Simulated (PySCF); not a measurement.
Cartesian coordinates in Å; atom numbers follow the order of the lines, from 1:
```xyz
14

C     2.770   -0.080    0.034
C     1.282   -0.026   -0.030
N     0.682    0.220   -1.163
N    -0.633    0.225   -0.999
C    -1.103   -0.011    0.241
C    -2.571   -0.038    0.493
P     0.197   -0.272    1.356
H     3.180    0.003   -0.969
H     3.151    0.737    0.645
H     3.095   -1.017    0.484
H    -1.213    0.406   -1.807
H    -2.818    0.575    1.359
H    -2.900   -1.056    0.705
H    -3.121    0.332   -0.371
```

All values are calculated (PySCF 2.14): shielding tensors at PBE0/pcSseg-1 (GIAO), geometry: GFN2-xTB. No relativistic terms, a single conformation, no solvent model, equivalent nuclei averaged.

Chemical shifts δ = σref − σ; 13C (σ = 186.93 ppm), 1H (σ = 31.72 ppm) against TMS; NH3 for 15N (σ = 267.73 ppm); 31P (σ = 318.38 ppm) against H3PO4, all at this level.

```json
{"atoms": "C5", "nucleus": "13C", "count": "1", "δ (ppm)": "181.4"}
{"atoms": "P7", "nucleus": "31P", "count": "1", "δ (ppm)": "97.8"}
{"atoms": "C6", "nucleus": "13C", "count": "1", "δ (ppm)": "17.8"}
{"atoms": "H8/H9/H10", "nucleus": "1H", "count": "3", "δ (ppm)": "2.77"}
{"atoms": "C1", "nucleus": "13C", "count": "1", "δ (ppm)": "21.1"}
{"atoms": "N4", "nucleus": "15N", "count": "1", "δ (ppm)": "236.2"}
{"atoms": "H12/H13/H14", "nucleus": "1H", "count": "3", "δ (ppm)": "?"}
{"atoms": "H11", "nucleus": "1H", "count": "1", "δ (ppm)": "?"}
{"atoms": "N3", "nucleus": "15N", "count": "1", "δ (ppm)": "?"}
{"atoms": "C2", "nucleus": "13C", "count": "1", "δ (ppm)": "183.1"}
```

Q: Complete the table.

A: 
- H11: 9.62 ppm, hydrogen on a pyrrole-type ring nitrogen; exchangeable, gas-phase position
- H12/H13/H14: 2.82 ppm, hydrogen on a methyl carbon on an aromatic ring; benzylic-type position, deshielded by the ring
- N3: 359.2 ppm, pyridine-type nitrogen of an azole

OH/NH shifts are gas-phase values; hydrogen bonding in solution moves them, usually downfield. Shifts are as computed. Against solution values, carbons near 30 ppm lie about +3 ppm off and those near 130 ppm about +5 ppm. Of 1211 compounds with measured shifts, 218 miss one by over three times the rms of a fit or turn the order of signals round; such compounds aren't used in these exercises. Experimental scales use liquid or dissolved standards, which lie at an offset from isolated NH3 (liquid NH3: subtract about 20 ppm) and H3PO4. Unscaled 15N shifts of sp2 nitrogen come out 20 to 40 ppm too high even then.
